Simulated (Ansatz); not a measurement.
Reaction (ligand exchange at the Al–C bond): `O[C](F)(F)[AlH2]` + `[SiH3]S` → `[AlH2][S][SiH3]` + `OC(F)F`

Isolated molecules relaxed with PBE0-D4/def2-TZVP in Ansatz; ΔE leaves out vibrations. CBS: MP2 limit from def2 TZ/QZ plus the TZ coupled-cluster correction, frozen cores. DFT in def2-TZVPP. One conformer a species, not always the lowest.

CCSD(T)/CBS gives -158.4 kJ/mol.

Q: Another level gave -167.1 kJ/mol. Which?
A. B2PLYP/def2-TZVPP
B. HF/def2-TZVPP
C. BHLYP-D4/def2-TZVPP
D. PBE/def2-TZVPP

A: B. HF/def2-TZVPP -167.1, B2PLYP -154.5, BHLYP-D4 -161.1, PBE -148.6 kJ/mol.

Largest T1 diagnostic among the species: 0.013.

From r2SCAN to r2SCAN0 (25 % exact exchange), in def2-TZVPP and without D4, ΔE moves by −5.8 kJ/mol. Leaving LDA and LC-ωPBE aside and taking each functional with its dispersion term where it has one, the values, not all of them listed here, spread over 25.9 kJ/mol, from PBE-QIDH to BLYP-D4.
